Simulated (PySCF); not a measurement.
# GeF3: umbrella curve

These are results of UPBE0 in PySCF with Ge def2-SVP, F def2-SVP; no relativity; density-fitted integrals, not measurements.

Rigid scan from the doublet minimum (Ge–F 1.728 Å (×3); F–Ge–F 106.5° (×3)). Coordinate: angle between each bond and the threefold axis, bonds fixed. Energies in kJ/mol from the minimum.

```csv
angle of the bonds to the threefold axis (°),E (kJ/mol),dipole size (D),⟨S²⟩
55,75.5,4.17,0.75
60,25.6,3.43,0.75
65,2.9,2.61,0.75
70,2.1,1.73,0.75
75,19.9,0.84,0.75
80,53.2,0.03,0.75
85,93.3,0.44,0.75
90,115.6,0.00,0.75
```

With the bonds held, the planar shape lies 115.6 kJ/mol from the minimum.

Other isomers or separated fragments may lie lower.

The scan took about 70 core-seconds on a shared host.
